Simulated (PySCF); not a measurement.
Zr⁺: ionisation energy

Zr⁺ [Kr] 4d2 5s1 (4F) → Zr²⁺ [Kr] 4d2 (3F), as a difference of total energies. Calculation: PySCF 2.14, in x2c-QZVPPall; scalar relativity by spin-free X2C-1e. Correlated levels: valence: [Kr] frozen. The calculations carry no spin-orbit coupling.

```
           method  ionisation energy (eV)  plus first-order spin-orbit estimate  error of that sum (eV)
              UHF                  12.277                                12.267                  -0.863
    MP2 (valence)                  12.514                                12.504                  -0.626
SCS-MP2 (valence)                  12.356                                12.346                  -0.784
   CCSD (valence)                  12.586                                12.576                  -0.554
CCSD(T) (valence)                  12.590                                12.580                  -0.550
```

Reference: 13.13 eV (measured; NIST Atomic Spectra Database, ionization energies).

A first-order spin-orbit estimate (lowest level to lowest level, LS coupling) adds -0.010 eV.

Errors of the correlated levels include the incompleteness of this basis and the frozen core.
